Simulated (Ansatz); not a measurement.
A made-up structure of BSiH4Se (charge +1), singlet:

```json
{"atom": "B1", "x (Å)": "-0.5888", "y (Å)": "-1.1333", "z (Å)": "-0.6789"}
{"atom": "Se2", "x (Å)": "-1.4958", "y (Å)": "0.4414", "z (Å)": "0.1306"}
{"atom": "Si3", "x (Å)": "1.4097", "y (Å)": "-0.4804", "z (Å)": "-0.1592"}
{"atom": "H4", "x (Å)": "-2.9997", "y (Å)": "0.4150", "z (Å)": "-0.0017"}
{"atom": "H5", "x (Å)": "-0.6623", "y (Å)": "1.5114", "z (Å)": "0.7943"}
{"atom": "H6", "x (Å)": "1.6256", "y (Å)": "0.7849", "z (Å)": "0.5651"}
{"atom": "H7", "x (Å)": "2.5649", "y (Å)": "-1.3148", "z (Å)": "-0.5362"}
```

It is relaxed with PBE-D4/def2-SVP and then PBE0-D4/def2-TZVP (Ansatz 0.2.0). Atoms count as bonded within 1.22 times the sum of their covalent radii (H–H: 0.88 Å). The end point is not checked to be a true minimum.

Q: Does its bonding change? (A judgement: the text doesn't fix the answer.)

A: By the calculation: No: no bond forms or breaks.

Where it ends: The first stage lowers the energy by 2.60 eV in 19 steps. It ends as BSiH₄Se ([SiH2][B][SeH2]), total charge +1:
```xyz
7
angstrom
B -0.0252 0.1452 -0.0170
Se -1.7029 1.0048 0.2602
Si 1.6631 -0.4191 -0.3922
H -2.6993 0.0695 -0.3188
H -2.0511 0.6942 1.6692
H 2.6088 0.5342 -0.9996
H 2.0601 -1.8045 -0.0878
```

Labels in which every atom is bracketed show which atoms are joined, not bond orders.

For scale, one of the runs: PBE0-D4/def2-TZVP relaxation, 140 basis functions, launched by `ansatz run in.yaml --threads 2 --pin off --events-out ev --progress --plain --max-ram 4352MiB`. Hardware: 2 CPU threads of an Arm Neoverse V1, shared host. Wall time about 28 s.
